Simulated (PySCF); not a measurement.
# Polarisability and C₆ of Ho (holmium, neutral)

[Xe] 4f11 6s2, one real determinant. Calculation: PySCF 2.14, in ANO-RCC-VTZP (8s7p5d3f2g1h, 104 functions); scalar relativity by spin-free X2C-1e. Coupled (time-dependent) response in atomic units; α is the mean over directions. The basis has no added diffuse functions, which lowers α and C₆.

```tsv
method	mean α (bohr³)	α xx, yy, zz	C₆ (like pair)	S(−4)
UHF	198.6	198.4, 198.4, 199.1	3321	17470
```

S(−4) is the Cauchy moment in α(ω) = α(0) + S(−4) ω² + …

Reference α: 165 ± 10 bohr³ (recommended; Schwerdtfeger and Nagle, table of static dipole polarizabilities (2023 update)). Published C₆: 2280 (Gould and Bucko (2016)).

Spin-orbit coupling is absent.

Hartree-Fock lies above the reference because it lacks correlation, which contracts the outer shell.

α(iu) at UHF:

```json
{"u (hartree)": "0", "α(iu) (bohr³)": "198.6"}
{"u (hartree)": "0.0500", "α(iu) (bohr³)": "163.4"}
{"u (hartree)": "0.100", "α(iu) (bohr³)": "107.9"}
{"u (hartree)": "0.200", "α(iu) (bohr³)": "48.26"}
{"u (hartree)": "0.300", "α(iu) (bohr³)": "27.02"}
{"u (hartree)": "0.500", "α(iu) (bohr³)": "13.15"}
{"u (hartree)": "0.750", "α(iu) (bohr³)": "7.857"}
{"u (hartree)": "1.00", "α(iu) (bohr³)": "5.580"}
{"u (hartree)": "1.50", "α(iu) (bohr³)": "3.456"}
{"u (hartree)": "2.00", "α(iu) (bohr³)": "2.432"}
{"u (hartree)": "3.00", "α(iu) (bohr³)": "1.446"}
{"u (hartree)": "5.00", "α(iu) (bohr³)": "0.7093"}
```

A single London oscillator, α(iu) = α/(1 + u²/ω²), gives C₆ = (3/4) ω α². Matching the computed C₆ needs ω = 4 × 3321 / (3 × 198.6²) = 0.112 hartree.

The components differ because the open shell of this determinant is not spherical; for a pure term their mean is the scalar polarisability.

⟨L²⟩ = 34.03 against 42 for a pure I term, so this real determinant mixes terms. Spin-orbit coupling, absent here, splits the open shell strongly.
